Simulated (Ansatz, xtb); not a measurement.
**Relative energy of two structures of FHMoO3**

Structure X is a triplet given by its coordinates and structure Y is a triplet given by its coordinates. Both are isolated molecules in the gas phase, relaxed with PBE0-D4/def2-SVP.

X (Å):

```xyz
6

F     1.3153    0.7291   -0.7763
Mo    0.1787   -0.5074    0.0435
O     0.7324   -0.9703    1.7984
O    -0.2665   -1.7127   -1.0090
O    -1.1829    0.7691    0.1699
H    -1.0286    1.6351   -0.2407
```

Close contacts (Å): F1–Mo2 1.87, Mo2–O3 1.90, Mo2–O4 1.66, Mo2–O5 1.87, Mo2–H6 2.48, O5–H6 0.97.

Y (Å):

```yaml
atoms:
  - { symbol: F, position_ang: [2.2920, 0.3542, -0.9198] }
  - { symbol: Mo, position_ang: [0.8273, -0.0906, 0.1295] }
  - { symbol: O, position_ang: [1.0401, -0.8396, 1.5941] }
  - { symbol: O, position_ang: [-0.5492, -1.0014, -0.7963] }
  - { symbol: O, position_ang: [-0.5814, 1.1531, 0.1737] }
  - { symbol: H, position_ang: [-1.5132, 0.8819, 0.1332] }
```

Close contacts (Å): F1–Mo2 1.86, Mo2–O3 1.66, Mo2–O4 1.89, Mo2–O5 1.88, Mo2–H6 2.53, O5–H6 0.97.

Problem. Which of the two would you expect CCSD(T)/def2-SVP + ΔMP2/def2-TZVPP electronic energies to favour?

Solution. Structure Y; the calculation gives E(Y) − E(X) = −0.113 eV.

How the difference moves with the method:

```json
{"level": "PBE0-D4/def2-SVP", "geometry": "PBE0-D4/def2-SVP", "E(Y) − E(X) (eV)": "−0.113", "departure from the last row (eV)": "0.000", "job, with rough time for the two": "optimisation, 3.4 min"}
{"level": "HF/def2-SVP", "geometry": "PBE0-D4/def2-SVP", "E(Y) − E(X) (eV)": "+0.052", "departure from the last row (eV)": "+0.165", "job, with rough time for the two": "part of the CCSD(T) run"}
{"level": "MP2/def2-SVP", "geometry": "PBE0-D4/def2-SVP", "E(Y) − E(X) (eV)": "+0.007", "departure from the last row (eV)": "+0.120", "job, with rough time for the two": "part of the CCSD(T) run"}
{"level": "CCSD(T)/def2-SVP", "geometry": "PBE0-D4/def2-SVP", "E(Y) − E(X) (eV)": "−0.085", "departure from the last row (eV)": "+0.028", "job, with rough time for the two": "single point"}
{"level": "CCSD(T)/def2-SVP + ΔMP2/def2-TZVPP", "geometry": "PBE0-D4/def2-SVP", "E(Y) − E(X) (eV)": "−0.113", "departure from the last row (eV)": "", "job, with rough time for the two": "single point, 2.2 min"}
```

HF/def2-SVP puts the two in the other order. MP2/def2-SVP finds them nearly level. The largest departure from CCSD(T)/def2-SVP + ΔMP2/def2-TZVPP is that of HF/def2-SVP, 0.165 eV. Levels run at GFN2-xTB geometries aren't shown. The last row adds to CCSD(T) the change of the MP2 difference between the two basis sets, here −0.028 eV.

With harmonic frequencies from PBE0-D4/def2-SVP (ideal gas, rigid rotor, one conformer each, 298.15 K, 1 atm): on the last row, ΔE + ΔZPE = −0.117, ΔH = −0.116, ΔG = −0.115 eV.

Open shells are spin-unrestricted. The correlated steps freeze 4 core orbitals. Atoms past krypton carry core potentials in the def2 sets and no spin–orbit term is included. Codes used: Ansatz 0.2.0; the last row on 2 threads of Intel(R) Xeon(R) Platinum 8488C (Sapphire Rapids) on a shared host.
